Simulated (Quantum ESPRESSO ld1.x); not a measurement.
Values are calculated unless marked as measured or tabulated.
All-electron atom: Tb in [Xe] 4f9 6s2 (the NIST ground configuration). Code: ld1.x of Quantum ESPRESSO 7.5. Model: Dirac Kohn-Sham, revPBE, spin-unpolarised, spherical densities, point nucleus; open shells fill j = l - 1/2 first.

Unscreened Slater integrals over Kohn-Sham orbitals (hartree). Large and small components are both included. Empty in this configuration: 5d3/2, 5d5/2, 6p1/2, 6p3/2.

\begin{tabular}{lr}
integral & value \\ \hline
F0(6p3/2,6p3/2) & 0.14621 \\
F2(6p3/2,6p3/2) & 0.076858 \\
F0(6p3/2,5d5/2) & 0.17427 \\
F2(6p3/2,5d5/2) & 0.065691 \\
G1(6p3/2,5d5/2) & 0.061136 \\
G3(6p3/2,5d5/2) & 0.039369 \\
F0(6p3/2,6p1/2) & 0.15111 \\
G2(6p3/2,6p1/2) & 0.078832 \\
F0(6p3/2,5d3/2) & 0.17618 \\
F2(6p3/2,5d3/2) & 0.063983 \\
G1(6p3/2,5d3/2) & 0.056551 \\
G3(6p3/2,5d3/2) & 0.036863 \\
F0(6p3/2,4f7/2) & 0.19462 \\
F2(6p3/2,4f7/2) & 0.016701 \\
G2(6p3/2,4f7/2) & 0.0043380 \\
G4(6p3/2,4f7/2) & 0.0037496 \\
F0(5d5/2,5d5/2) & 0.25956 \\
F2(5d5/2,5d5/2) & 0.11956 \\
F4(5d5/2,5d5/2) & 0.074662 \\
F0(5d5/2,6p1/2) & 0.18397 \\
G3(5d5/2,6p1/2) & 0.045463 \\
F0(5d5/2,5d3/2) & 0.26648 \\
F2(5d5/2,5d3/2) & 0.12304 \\
G2(5d5/2,5d3/2) & 0.12295 \\
G4(5d5/2,5d3/2) & 0.076896 \\
F0(5d5/2,4f7/2) & 0.36210 \\
F2(5d5/2,4f7/2) & 0.072418 \\
F4(5d5/2,4f7/2) & 0.034065 \\
G1(5d5/2,4f7/2) & 0.040998 \\
G3(5d5/2,4f7/2) & 0.028952 \\
G5(5d5/2,4f7/2) & 0.021090 \\
F0(6p1/2,6p1/2) & 0.15666 \\
F0(6p1/2,5d3/2) & 0.18622 \\
G1(6p1/2,5d3/2) & 0.067204 \\
F0(6p1/2,4f7/2) & 0.20793 \\
G4(6p1/2,4f7/2) & 0.0043391 \\
F0(5d3/2,5d3/2) & 0.27387 \\
F2(5d3/2,5d3/2) & 0.12703 \\
F0(5d3/2,4f7/2) & 0.37910 \\
F2(5d3/2,4f7/2) & 0.079379 \\
G3(5d3/2,4f7/2) & 0.032436 \\
G5(5d3/2,4f7/2) & 0.023615 \\
F0(4f7/2,4f7/2) & 1.0375 \\
F2(4f7/2,4f7/2) & 0.47444 \\
F4(4f7/2,4f7/2) & 0.29435 \\
F6(4f7/2,4f7/2) & 0.21087 \\
\end{tabular}
